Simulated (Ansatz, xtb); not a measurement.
## A geometry optimisation of FH2InOSi with r2SCAN-D4/def2-SVP

The starting geometry of this gas-phase triplet was built from a drawn formula by distance geometry; its bonds are those of `[F][InH][O][SiH]`.

```yaml
atoms:
  - { symbol: F, position_ang: [-0.8277, -1.2994, 0.2559] }
  - { symbol: In, position_ang: [1.2454, -1.7154, -0.4576] }
  - { symbol: O, position_ang: [1.4965, -3.1022, -1.6250] }
  - { symbol: Si, position_ang: [1.5828, -3.3663, -3.2873] }
  - { symbol: H, position_ang: [2.5965, -1.7566, 0.9388] }
  - { symbol: H, position_ang: [0.7507, -2.4452, -4.0841] }
```

Q: Where would you expect an optimisation with r2SCAN-D4/def2-SVP to take it?

A: A new bond forms, giving a structure given below by its coordinates. Distances that change by over a tenth: F1–In2 (2.23 → 1.96 Å), In2–O3 (1.83 → 2.16 Å), In2–H5 (1.94 → 1.70 Å). Contacts that close: In2–Si4 (3.29 → 2.75 Å).

The energy falls by 1.78 eV over 22 steps:

```csv
step,E − E(last) (eV)
1,1.778
3,0.306
6,0.238
8,0.233
10,0.220
13,0.163
15,0.092
17,0.036
20,0.001
22,0.000
```

Final geometry (Å):

```xyz
6

F    -0.5216   -1.2777   -0.3179
In    1.3530   -1.8457   -0.4215
O     1.2909   -3.6755   -1.5665
Si    1.6604   -2.8866   -2.9518
H     2.5169   -1.6695    0.8087
H     0.5446   -2.3299   -3.8104
```

From the same start GFN2-xTB ends elsewhere, differing in F1–In2 (2.78 against 1.96 Å here), F1–Si4 (1.71 against 3.78 Å here), In2–Si4 (3.12 against 2.75 Å here).

No frequencies were run, so the end isn't proven a minimum. Open shells are spin-unrestricted. The triplet needn't be the ground state. Atoms past krypton carry core potentials, without spin–orbit terms. Run with Ansatz 0.2.0, 55 s on 2 threads of Intel(R) Xeon(R) 6975P-C (Granite Rapids), on a shared host.
